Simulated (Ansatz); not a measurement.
CH₄BClO. Total charge 0; spin multiplicity 1. The bonds changed during the relaxation, so this is another structure than the one it started from.

```
atom    x (Å)    y (Å)    z (Å)
  B1   0.2736   0.7540   0.7647
  C2  -0.3779  -0.1639  -0.3046
  O3   0.0781  -0.2438  -1.5366
 Cl4   0.8375  -1.1477   1.1001
  H5  -0.4147   1.1007   1.6771
  H6   1.2236   1.3916   0.4256
  H7  -1.3002  -0.7113  -0.1097
  H8  -0.3201  -0.9796  -2.0167
```

**Question.** List the harmonic frequencies (cm⁻¹, unscaled) at PBE0-D4/def2-TZVP in Ansatz. (Estimate.)

**Answer.** The calculation gave: 165, 367, 418, 469, 603, 760, 809, 951, 996, 1027, 1194, 1281, 1325, 1509, 2587, 2678, 3139, 3803.

**Question.** Is this a minimum?

**Answer.** Yes, all 18 modes are real.

**Question.** Give the ideal-gas thermochemistry at 298.15 K and 1 bar (rigid rotor, harmonic oscillator; point group C1, symmetry number 1).

**Answer.** Zero-point energy 144.0 kJ/mol; H(298) − E = 159.2 kJ/mol; entropy 295.1 J/(mol·K), of which translation 163.2, rotation 104.7, vibration 27.2; G(298) − E = 71.2 kJ/mol.
